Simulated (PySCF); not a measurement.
## Ionisation energy of Ru²⁸⁺ by level of theory

Ru²⁸⁺ [Ne] 3s2 3p4 (3P) → Ru²⁹⁺ [Ne] 3s2 3p3 (4S), as a difference of total energies. Calculation: PySCF 2.14, in an even-tempered Gaussian basis (16 s from 3.4 bohr⁻², ratio 2.5; 11 p from 4.4 bohr⁻², ratio 2.5; 5 d from 21 bohr⁻², ratio 2.7; 4 f from 32 bohr⁻², ratio 2.7); no relativity, point nucleus. Correlated levels: outer shells: 1s2 frozen; virtual orbitals above 40 to 60 times the deepest correlated orbital energy dropped. The calculations carry no spin-orbit coupling.

```tsv
method	ionisation energy (eV)
UHF	1563.4
LDA	1566.1
PBE	1566.4
PBE0	1566.2
r2SCAN	1565.9
M06	1565.9
r2SCAN0	1565.7
MP2 (outer shells)	1564.4
SCS-MP2 (outer shells)	1564.4
```

Spin-orbit coupling is strong in these open shells (close to jj coupling). The scalar numbers leave it out and a first-order estimate fails, so it can dominate the gap to the real levels.

The gap to the reference is mostly relativistic.

For comparison: 1577 ± 2.1 eV (semi-empirical (NIST evaluation); NIST Atomic Spectra Database, ionization energies).
